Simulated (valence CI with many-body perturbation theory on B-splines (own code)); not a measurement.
## Sn XII: key properties

Method: relativistic CI+MBPT: three valence electrons over a frozen Dirac-Fock core [Kr], radial functions for each j: 7 s, 7 p, 8 d, 6 f, 4 g, 1 h, with the one-electron correlation potential Σ1, the two-electron term Σ2, the three-electron term Σ3, Breit, model QED; selected CI, second order for the rest, scaled by the run's own slope (own B-spline code, finite nucleus).

No measured spectrum was set against this ion. As an estimate, terms of the open shell hold to 2 to 4 % of their energy, and close levels can change places. Excitations out of the core, of the other parity, are not computed and may begin above about 52.5 eV (a cautious bound); beyond it only levels of the ground parity were kept, without lifetimes.

Names give the largest LS component (configuration and term), which can be under half, so a name can repeat, a term be missing and a line seem to break the LS rules; names also repeat where a configuration has a term twice.

Rates and lifetimes use the calculated energies. Strong lines usually hold to 10 to 20 %, long lifetimes can be off by a factor of two.

What is the ground level?

4d3 4F_3/2, composition 92 % 4d3 4F + 8 % 4d3 2D, g = 0.436.

What is the ionisation energy?

233.16 eV; NIST lists 232 ± 2.5 eV (theoretical).

How is the term 4F of the ground level split?

J = 3/2 at 0, J = 5/2 at 5725, J = 7/2 at 11383, J = 9/2 at 16274 cm⁻¹.

How well does LS coupling describe the low levels?

Among the lowest 20 levels the leading LS term, summed over configurations, holds 83 % on average. For single configurations the figures are 83 % in LS and 72 % in jj coupling. Terms mix most in the J = 3/2 level at 37106 cm⁻¹, where the leading one holds 50 %.
